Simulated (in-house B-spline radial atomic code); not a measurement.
Checks on a self-consistent run for Br IX (Br8+), [Ar] 3d9. Level of theory: Dirac-Hartree-Fock, average of configuration, Fermi nucleus of rms radius 4.1629 fm; calculated with a B-spline radial code for spherical atoms.

| orbital | q | ε (Eh) | <1/r> | <r²> | small-component weight |
| --- | --- | --- | --- | --- | --- |
| 1s1/2 | 2 | -504.17350 | 35.6644 | 0.00245895 | 0.016111 |
| 2s1/2 | 2 | -72.70468 | 7.98738 | 0.0420035 | 0.0032086 |
| 2p1/2 | 2 | -65.79040 | 7.92027 | 0.0324788 | 0.0031758 |
| 2p3/2 | 4 | -64.02731 | 7.66427 | 0.0338977 | 0.0031028 |
| 3s1/2 | 2 | -15.46880 | 2.64137 | 0.336814 | 0.00078664 |
| 3p1/2 | 2 | -12.98656 | 2.52846 | 0.346452 | 0.00073694 |
| 3p3/2 | 4 | -12.71250 | 2.47112 | 0.357715 | 0.00071963 |
| 3d3/2 | 3.6 | -8.49600 | 2.24856 | 0.369891 | 0.00061368 |
| 3d5/2 | 5.4 | -8.45107 | 2.2335 | 0.374057 | 0.00060843 |

Electron-electron repulsion V_ee = 859.4439 hartree.

Q: What total energy follows from the eigenvalues?

A: The eigenvalues count the repulsion twice, so E = Σqε - V_ee = -1725.428 - 859.444 = -2584.872 hartree; the run printed -2584.872.

Q: Does the Dirac virial theorem hold?

A: For a point nucleus E = -2c²Σq·w, with w the small-component weight. Here Σq·w = 0.068823 and c = 137.0360, so the ratio E/(-2c²Σq·w) is 1.000015; the finite nucleus accounts for the departure from 1.

Q: What diamagnetic shielding (Lamb formula) and susceptibility (Langevin formula) do the radii give?

A: σ = (α²/3)Σq<1/r> = 174.181/(3·137.036²) = 3091.8 ppm, and χ = -0.79199×10⁻⁶·Σq<r²> = -5.099×10⁻⁶ cm³/mol with Σq<r²> = 6.4384 bohr². Both are non-relativistic formulas without the paramagnetism of open shells.
